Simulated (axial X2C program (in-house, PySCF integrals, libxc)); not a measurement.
Low determinants of MnC⁺ at the PBE0 level, 2c

All values were computed with an in-house relativistic program for diatomic molecules. Two-component (2c) means X2C with spin–orbit coupling and atomic mean-field two-electron Coulomb and Gaunt terms. Basis: Mn dyall-cv3z [9s10p6d3f2g], C dyall-v3z [7s6p2d1f] (cores contracted in-house); Gaussian nuclei, density fitting, unrestricted open shells. Masses: Mn 54.938 u, C 12.000 u.

Search at 1.720 Å (vertical energies from the lowest determinant):

```csv
ΔE (eV),state,electrons beyond evenly filled partner blocks,"electrons in ±ω = 1/2, 3/2, 5/2, 7/2"
0.00,Ω = 1,"ω = -3/2, ω = 5/2",22 7 1 0
1.00,Ω = 2,"2 × ω = 1/2, ω = -3/2, ω = 5/2",22 7 1 0
1.72,Ω = 3,"ω = 1/2, ω = 5/2",23 6 1 0
2.41,Ω = 2,"ω = -1/2, ω = 5/2",23 6 1 0
2.42,Ω = 0,"2 × ω = -1/2, ω = -3/2, ω = 5/2",22 7 1 0
2.43,Ω = 4,"ω = 3/2, ω = 5/2",22 7 1 0
2.44,Ω = 2,"ω = -1/2, ω = 5/2",21 8 1 0
```

Lowest determinant, Ω = 1 (⟨Sz⟩ = 1.00, ⟨Lz⟩ = 0.00 at PBE0): Re = 1.682 Å, ωe = 616.2 cm⁻¹.

The determinant in row 2 of the search, Ω = 2 (⟨Sz⟩ = 2.00, ⟨Lz⟩ = 0.00 at PBE0), was followed along the bond at PBE0; measured from the minimum of the lowest determinant it gives:

Te = 0.960 eV (7747 cm⁻¹), Re = 1.799 Å, ωe = 623.3 cm⁻¹.

Compare the bond of the determinant in row 2 with that of the lowest one.

At PBE0 its Re is 0.117 Å longer and its force constant, which goes as ωe², is 1.02 times that of the lowest determinant. T0 ≈ Te + Δωe/2 = 7747 + (4) = 7751 cm⁻¹.

The search compares states at one distance, so a state with another bond length can lie lower; it is not exhaustive and yields mostly the lowest determinant of each block pattern, so other components and higher states of one pattern are missing. These are energies of single determinants, not of spin-adapted states; PBE0 term energies can be off by some tenths of an eV, and the functional has no current term. Open-shell Ω = 0 determinants with evenly filled partner blocks cannot be reached by this program, so the Ω shown need not be the lowest component.
